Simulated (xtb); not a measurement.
I$_{2}$, charge +1, doublet, at a GFN2-xTB geometry (a state made from the parent by changing its charge; the spin is typed, not shown lowest); xtb with GFN0-xTB.

Input for xtb:
```
$ xtb mol.xyz --gfn 0 --chrg 1 --uhf 1 --ohess --json

# file mol.xyz
2

I     -0.00000000    -0.00000000    -1.31100831
I      0.00000000     0.00000000     1.31100831
```

What the program printed (banner, timings and long lists left out):

```
   ID    Z sym.   atoms
    1   53 I      1, 2

           -------------------------------------------------
          |                Calculation Setup                |
           -------------------------------------------------

           -------------------------------------------------
          |                 G F N 0 - x T B                 |
           -------------------------------------------------

          ...................................................
          :                      SETUP                      :
          :.................................................:
          :  # basis functions                  20          :
          :  # atomic orbitals                  18          :
          :  # shells                            6          :
          :  # electrons                        13          :
          :  electronic temp.          300.0000000     K    :
          :  accuracy                    1.0000000          :
          :  -> integral cutoff          0.2500000E+02      :
          :  -> integral neglect         0.1000000E-07      :
          ...................................................

         :::::::::::::::::::::::::::::::::::::::::::::::::::::
         ::                     SUMMARY                     ::
         :::::::::::::::::::::::::::::::::::::::::::::::::::::
         :: total energy              -4.964768854691 Eh    ::
         :: gradient norm              0.003446485392 Eh/a0 ::
         :: HOMO-LUMO gap              2.761932256137 eV    ::
         ::.................................................::
         :: H0 energy                 -6.668437471120 Eh    ::
         :: repulsion energy           0.017469143199 Eh    ::
         :: electrostat energy         1.686469131210 Eh    ::
         :: -> Gsolv                   0.000000000000 Eh    ::
         ::    -> Gsasa                0.000000000000 Eh    ::
         ::    -> Gshift               0.000000000000 Eh    ::
         :: dispersion energy         -0.000269657981 Eh    ::
         :: short-range corr.          0.000000000000 Eh    ::
         :: add. restraining           0.000000000000 Eh    ::
         :: total charge               1.000000000000 e     ::
         :::::::::::::::::::::::::::::::::::::::::::::::::::::

      -----------------------------------------------------------
     |                   =====================                   |
     |                        A N C O P T                        |
     |                   =====================                   |
     |               Approximate Normal Coordinate               |
     |                Rational Function Optimizer                |
      -----------------------------------------------------------
      -----------------------------------------------------------
     |                   =====================                   |
     |                        A N C O P T                        |
     |                   =====================                   |
     |               Approximate Normal Coordinate               |
     |                Rational Function Optimizer                |
      -----------------------------------------------------------

          ...................................................
          :                      SETUP                      :
          :.................................................:
          :   optimization level            normal          :
          :   max. optcycles                   200          :
          :   ANC micro-cycles                  20          :
          :   degrees of freedom                 1          :
          :.................................................:
          :   RF solver                   davidson          :
          :   write xtbopt.log                true          :
          :   linear (good luck)              true          :
          :   energy convergence         0.5000000E-05 Eh   :
          :   grad. convergence          0.1000000E-02 Eh/α :
          :   maxmium RF displ.          1.0000000          :
          :   Hlow (freq-cutoff)         0.1000000E-01      :
          :   Hmax (freq-cutoff)         5.0000000          :
          :   S6 in model hess.         20.0000000          :
          ...................................................

generating ANC from exact Hessian ...
Using Lindh-Hessian (1995)
 Shifting diagonal of input Hessian by    0.0000000000000000
 Lowest  eigenvalues of input Hessian
    0.000000    0.000000    0.000000    0.000000    0.000000    0.023632
 Highest eigenvalues
    0.000000    0.000000    0.000000    0.000000    0.000000    0.023632

........................................................................
.............................. CYCLE    1 ..............................
........................................................................
 * total energy  :    -4.9647689 Eh     change        0.0000000E+00 Eh
   gradient norm :     0.0034465 Eh/α   predicted     0.0000000E+00 (   0.00%)
   displ. norm   :     0.1428656 α      lambda       -0.4923819E-03
   maximum displ.:     0.1428656 α      in ANC's #1, #1, #1, ...

........................................................................
.............................. CYCLE    2 ..............................
........................................................................
 * total energy  :    -4.9618559 Eh     change        0.2912911E-02 Eh
   gradient norm :     0.0397947 Eh/α   predicted    -0.2512170E-03 (-108.62%)
   displ. norm   :     0.1292811 α      lambda       -0.5144705E-02
   maximum displ.:     0.1292811 α      in ANC's #1, #1, #1, ...

........................................................................
.............................. CYCLE    3 ..............................
........................................................................
 * total energy  :    -4.9647790 Eh     change       -0.2923022E-02 Eh
[...]
 * total energy  :    -4.9647791 Eh     change       -0.1322145E-06 Eh
 * total energy  :    -4.9647837 Eh     change       -0.4580153E-05 Eh
   *** GEOMETRY OPTIMIZATION CONVERGED AFTER 5 ITERATIONS ***
         :: total energy              -4.964783677773 Eh    ::
[...]
         8                         -0.3080031              -8.3812 (LUMO)
         9                         -0.0675009              -1.8368
        10                         -0.0675009              -1.8368
        11                         -0.0578966              -1.5754
        12                         -0.0578966              -1.5754
        13                         -0.0262619              -0.7146
        14                         -0.0262619              -0.7146
        15                          0.0117913               0.3209
        16                          0.1583087               4.3078
        17                          0.1583087               4.3078
        18                          1.2867660              35.0147
      -------------------------------------------------------------
                  HL-Gap            0.1005443 Eh            2.7359 eV
             Fermi-level            0.0000000 Eh            0.0000 eV

     #   Z          covCN         q      C6AA      α(0)
     1  53 I        0.977     0.500   336.089    31.667
     2  53 I        0.977     0.500   336.089    31.667

 Mol. C6AA /au·bohr⁶  :       1344.354891
 Mol. C8AA /au·bohr⁸  :     123478.333171
 Mol. α(0) /au        :         63.333987

Wiberg/Mayer (AO) data.
largest (>0.10) Wiberg bond orders for each atom

 ---------------------------------------------------------------------------
     #   Z sym  total        # sym  WBO       # sym  WBO       # sym  WBO
 ---------------------------------------------------------------------------
     1  53 I    1.813 --     2 I    1.813
     2  53 I    1.813 --     1 I    1.813
 ---------------------------------------------------------------------------

Topologies differ in total number of bonds
Writing topology from bond orders to xtbtopo.mol

 dipole moment from electron density (au)
     X       Y       Z
  -0.0000   0.0000   0.0000  total (Debye):    0.000

           -------------------------------------------------
          |               Frequency Printout                |
           -------------------------------------------------
 vibrational frequencies (cm⁻¹)
eigval :        0.00     0.00     0.00     0.00     0.00   285.23
 reduced masses (amu)
   1:126.90   2:126.90   3:126.90   4:126.90   5:126.90   6:126.90
 IR intensities (km·mol⁻¹)
   1:  3.84   2:  3.84   3:  3.84   4:  0.00   5:  0.00   6:  0.00
 Raman intensities (Ä⁴*amu⁻¹)
   1:  0.00   2:  0.00   3:  0.00   4:  0.00   5:  0.00   6:  0.00
 output can be read by thermo (or use thermo option).
 writing <g98.out> molden fake output.
 recommended (thermochemical) frequency scaling factor: 1.0
           -------------------------------------------------
          |             Thermodynamic Functions             |
           -------------------------------------------------

din symmetry found (for desy threshold:  0.10E+00) used in thermo

          ...................................................
          :                      SETUP                      :
          :.................................................:
          :  # frequencies                           1      :
          :  # imaginary freq.                       0      :
          :  linear?                              true      :
          :  only rotor calc.                    false      :
          :  symmetry                              din      :
          :  rotational number                       2      :
          :  scaling factor                  1.0000000      :
          :  rotor cutoff                   50.0000000 cm⁻¹ :
          :  imag. cutoff                  -20.0000000 cm⁻¹ :
          :.................................................:

    mode    ω/cm⁻¹     T·S(HO)/kcal·mol⁻¹    T·S(FR)/kcal·mol⁻¹   T·S(vib)
   ------------------------------------------------------------------------
       1    285.23    -0.44784 ( 99.91%)    -0.54065 (  0.09%)    -0.44793
   ------------------------------------------------------------------------

   temp. (K)  partition function   enthalpy   heat capacity  entropy
                                   cal/mol     cal/K/mol   cal/K/mol   J/K/mol
 298.15  VIB   1.34                  275.447      1.700      1.502
         ROT  0.269E+04              592.502      1.987     17.685
         INT  0.360E+04              867.949      3.688     19.187
         TR   0.391E+28             1481.254      4.968     42.475
         TOT                        2349.2029     8.6559    61.6621   257.9942

       T/K    H(0)-H(T)+PV         H(T)/Eh          T*S/Eh         G(T)/Eh
   ------------------------------------------------------------------------
    298.15    0.374369E-02    0.439350E-02    0.292976E-01   -0.249041E-01
   ------------------------------------------------------------------------

         :::::::::::::::::::::::::::::::::::::::::::::::::::::
         ::                  THERMODYNAMIC                  ::
         :::::::::::::::::::::::::::::::::::::::::::::::::::::
         :: total free energy          -4.989687820517 Eh   ::
         ::.................................................::
         :: total energy               -4.964783677773 Eh   ::
         :: zero point energy           0.000649810752 Eh   ::
         :: G(RRHO) w/o ZPVE           -0.025553953495 Eh   ::
         :: G(RRHO) contrib.           -0.024904142744 Eh   ::
         :::::::::::::::::::::::::::::::::::::::::::::::::::::

optimized geometry written to: xtbopt.xyz

           -------------------------------------------------
          | TOTAL ENERGY               -4.964783677773 Eh   |
          | TOTAL ENTHALPY             -4.960390173881 Eh   |
          | TOTAL FREE ENERGY          -4.989687820517 Eh   |
          | GRADIENT NORM               0.000019982674 Eh/α |
          | HOMO-LUMO GAP               2.735949806629 eV   |
           -------------------------------------------------

normal termination of xtb
```
